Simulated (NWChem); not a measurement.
System: C$_{2}$H$_{4}$BFO$_{2}$; SMILES B(O)(/C=C\F)O

Here is an NWChem input.

```
start job
memory heap 200 mb stack 900 mb global 1100 mb
geometry units angstroms
  O     -1.812535    -1.374125     0.233801
  B     -0.862649    -0.427313     0.057536
  O     -1.297950     0.800665    -0.272343
  C      0.681485    -0.786547     0.240374
  C      1.698269     0.045534     0.089038
  F      1.522299     1.340534    -0.250519
  H     -1.502881    -2.246656     0.468021
  H     -0.625148     1.469158    -0.397541
  H      0.953063    -1.797394     0.513256
  H      2.750690    -0.176481     0.207588
end
basis spherical
  * library def2-svp
end
dft
  xc xpbe96 cpbe96
  disp vdw 4
  iterations 150
end
driver
  maxiter 120
end
task dft optimize
task dft freq
```

The level has its own optimisation; frequencies are unscaled. Brackets give each atom's bonded neighbours.

Q: Give the results of this calculation. (PBE-D3(BJ)/def2-SVP.) Quantities: r B–C (Å); r C–C (Å); r C–H [C(BCH)–H(C)] (Å); r C–F (Å); highest harmonic frequency (cm⁻¹); lowest (cm⁻¹); zero-point energy (kcal/mol); dipole (D).

A: 
```yaml
r B–C (Å): 1.581
r C–C (Å): 1.343
r C–H [C(BCH)–H(C)] (Å): 1.104
r C–F (Å): 1.358
highest harmonic frequency (cm⁻¹): 3787
lowest (cm⁻¹): 67
zero-point energy (kcal/mol): 42.7
dipole (D): 3.51
```
